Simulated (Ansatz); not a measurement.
Basis sets compared for diborane 1,1-di Cl (B2H4Cl2). Charge 0, multiplicity 1. Geometry PBE0-D4/def2-SVP. Ansatz on 4 threads of Intel Xeon on a shared host; times are rough, and most runs start from earlier orbitals.

```xyz
8

B    -0.625    0.004   -0.522
Cl   -0.340   -0.122   -2.261
Cl   -2.285    0.141    0.070
H     0.032   -0.997    0.140
B     0.736   -0.005    0.615
H     0.486    0.084    1.786
H     1.843   -0.100    0.159
H     0.152    0.996    0.014
```

Binding counts from free atoms (B doublet, Cl doublet, H doublet) in the same basis, without a counterpoise term.

```json
{"level": "PBE-D4/def2-SVP", "functions": "84", "energy (Eh)": "-971.7740", "HOMO (eV)": "-7.45", "LUMO (eV)": "-1.96", "binding per atom (eV)": "3.48", "wall time": "1.9 s"}
{"level": "PBE0-D4/def2-SVP", "functions": "84", "energy (Eh)": "-971.8704", "HOMO (eV)": "-8.93", "LUMO (eV)": "-1.07", "binding per atom (eV)": "3.45", "wall time": "2.6 s"}
```

Q: Estimate the rows for PBE-D4/def2-TZVP, PBE0-D4/def2-TZVP (with forces).

A: 
```tsv
level	functions	energy (Eh)	HOMO (eV)	LUMO (eV)	binding per atom (eV)	wall time
PBE-D4/def2-TZVP	160	-972.1478	-7.66	-2.22	3.44	4.1 s
PBE0-D4/def2-TZVP (with forces)	160	-972.2382	-9.07	-1.28	3.41	6 s
```
